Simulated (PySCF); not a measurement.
## Curvature of the energy in the electron number along the third row, charge +2

Calculated with PySCF 2.14, in def2-TZVP, non-relativistic: one orbital is emptied in steps, and each cell gives the departure of E from the straight line at half an electron, in eV (from a cubic fit). The exact functional gives zero.

```csv
species,orbital,LDA,PBE,r2SCAN,PBE0,BHandHLYP,LC-wPBE,UHF
Mg²⁺,2p beta,-3.52,-3.38,-3.00,-2.35,-1.34,-1.95,0.74
Al²⁺,3s alpha,-0.99,-1.07,-0.82,-0.78,-0.59,-0.11,0.00
Si²⁺,3s beta,-1.21,-1.23,-0.98,-0.90,-0.67,-0.19,0.04
P²⁺,3p alpha,-1.36,-1.32,-1.22,-0.97,-0.64,-0.25,0.09
S²⁺,3p alpha,-1.51,-1.46,-1.35,-1.06,-0.69,-0.33,0.14
Ar²⁺,3p beta,-1.69,-1.63,-1.49,-1.16,-0.74,-0.42,0.25
```

**Question.** Estimate the missing row, Cl²⁺.

**Answer.** The calculation gives LDA -1.66; PBE -1.61; r2SCAN -1.48; PBE0 -1.17; BHandHLYP -0.74; LC-wPBE -0.43; UHF 0.18.

**Question.** How does the mean departure depend on the functional?

**Answer.** LDA -1.71 eV; PBE -1.67 eV; r2SCAN -1.48 eV; PBE0 -1.20 eV; BHandHLYP -0.77 eV; LC-wPBE -0.52 eV; UHF 0.21 eV. Semilocal functionals are convex (delocalisation error), Hartree-Fock is concave or straight, and exact exchange removes curvature roughly in proportion to its share, so among the functionals the range-separated hybrids usually come closest to zero.
